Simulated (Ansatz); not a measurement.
`[Cl][Ge]([Cl])([Cl])[c]1ccccc1` → 6 C• + 3 Cl• + Ge• + 5 H•  (atomization)

Calculated with Ansatz (gas phase, PBE0-D4/def2-TZVP geometries, no zero-point term in ΔE). CBS: MP2 limit from def2 TZ/QZ plus the TZ coupled-cluster correction, frozen cores. This one scheme is used for every species, atoms too. For atomizations the MP2-based limit and the directly extrapolated one differ by several kJ/mol either way, and by 10 to 25 for some Ge, Se and Sn compounds, so smaller differences from it don't rank the levels. Functionals use def2-TZVPP. HSE06 is defined as in plane-wave codes. Open shells (•) are unrestricted, without spin–orbit coupling. Spin–orbit coupling would lower the free atoms: a little for C, Cl; clearly for Ge. For Ge outer-core shells are correlated without core-valence functions, so the limit isn't a true one: a few kJ/mol of doubt a bond, and 10 to 20 or more in all where bonds break to atoms. Scalar relativity is left out up to krypton. Each species was taken in one conformer, which may not be the lowest.

`[Cl][Ge]([Cl])([Cl])[c]1ccccc1`:

Z-matrix (Å, degrees):
```
Ge
Cl 1 2.137
Cl 1 2.135 2 106.8
Cl 1 2.135 2 106.8 3 116.0
C 1 1.922 2 112.4 3 -122.0
C 5 1.391 1 119.9 2 89.7
C 5 1.391 1 119.9 2 -89.0
C 6 1.386 5 119.7 1 -178.6
H 6 1.084 5 120.4 1 2.0
C 7 1.386 5 119.7 1 178.6
H 7 1.084 5 120.4 1 -2.0
C 8 1.387 6 120.0 5 -0.0
H 8 1.084 6 119.8 5 -179.8
H 10 1.084 7 119.8 5 179.8
H 12 1.084 8 119.9 6 -179.9
```

```tsv
level	ΔE (kJ/mol)
HSE06-D4	6745.6
BHLYP-D4	6406.0
revPBE	6519.6
SCS-MP2/def2-TZVPP	6545.4
```

Q: What does CCSD(T)/CBS give? (An estimate is asked.)

A: Ansatz gave: +6608.9 kJ/mol. The listed levels differ from it by 136.7, -202.9, -89.3, -63.5 kJ/mol.

Largest T1 diagnostic among the species: 0.010.

In def2-TZVPP, CCSD(T) changes the Hartree–Fock value by +1579.6 kJ/mol (the triples alone add +145.5 kJ/mol) and MP2 by +1819.1 kJ/mol; breaking electron pairs costs correlation energy, which Hartree–Fock lacks. From r2SCAN to r2SCAN0 (25 % exact exchange), in def2-TZVPP and without D4, ΔE moves by −112.2 kJ/mol: exact exchange takes away binding that semilocal exchange gives to molecules. At CCSD(T), def2-SVP lies −296.9 kJ/mol from the extrapolated value and def2-TZVPP −157.6 kJ/mol: correlation converges slowly with the basis, and small sets miss more of it in the bonded molecule than in its fragments.
